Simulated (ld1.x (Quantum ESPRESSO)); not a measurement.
Results of a calculation; reference values are marked as such.
# Pseudopotentials across the periodic table

Generated with ld1.x 7.5 (TM, RRKJ, ultrasoft, PAW), atompaw 4.2 or ONCVPSP 4.0.1. The cutoff is in Ry: for ld1.x and atompaw files where the sum of valence levels is converged to 10 mRy in a Bessel basis, for ONCV files where the hardest occupied wave has 1 mHa per electron of residual kinetic energy. The error is the largest all-electron minus pseudo excitation energy over each file’s own four to seven test configurations (ionisations up to +4, promotions, holes and added fractions of an electron), all of which were solved. The labels leave out finer settings (local radius, basis sizes, second energies), which also bear on the numbers. Spin-polarised tests are not counted. The rows are a selection from randomly drawn settings: files with unsolved tests, undetermined cutoffs or missed reference levels are left out.

A true bound ghost makes a file unfit for plane-wave use even where its test errors are small: the radial tests pick states by their node count and pass the ghost by.

| element | potential | cutoff (Ry) | largest error (meV) | bound ghosts |
| --- | --- | --- | --- | --- |
| H | TM, LDA (PZ), scalar-relativistic, rc 1.50/1.15 (sp), local p, core correction no, reference 1s0.75 | 15 | +1.1 | none |
| N | RRKJ, LDA (PZ), scalar-relativistic, rc 1.00/1.90 (sp), local s, core correction no, reference 2s2 2p2.5 | 50 | +1646 | none |
| Mg | TM, PBEsol, scalar-relativistic, rc 2.20/3.85 (sp), local p, core correction no, reference 3s1.75 3p0.25 | 6 | +62 | none |
| Mg | PAW, LDA (PZ), non-relativistic, rc 1.10/1.10/1.15 (spd), local smoothed, core correction yes, reference 2s2 2p6 3s1.5 3p0.5 | 70 | +65 | none |
| Re | TM, PBE, scalar-relativistic, rc 2.60/2.90/2.10/2.95 (spdf), local p, core correction yes, reference 5d5 6s2 6p0 | 35 | -299 | none |
| Bi | TM, PBE, scalar-relativistic, rc 1.95/2.05/1.60/1.60 (spdf), local smoothed, core correction yes, reference 5d10 6s1.75 6p3.25 | 60 | -171 | s, p |

(1) Fill in the row for Li: RRKJ, LDA (PZ), non-relativistic, rc 3.15/4.20/4.50 (spd), local smoothed, core correction yes, reference 2s1 2p0.

Results:

(1) cutoff 6 Ry, largest error +5.3 meV, bound ghosts: none.
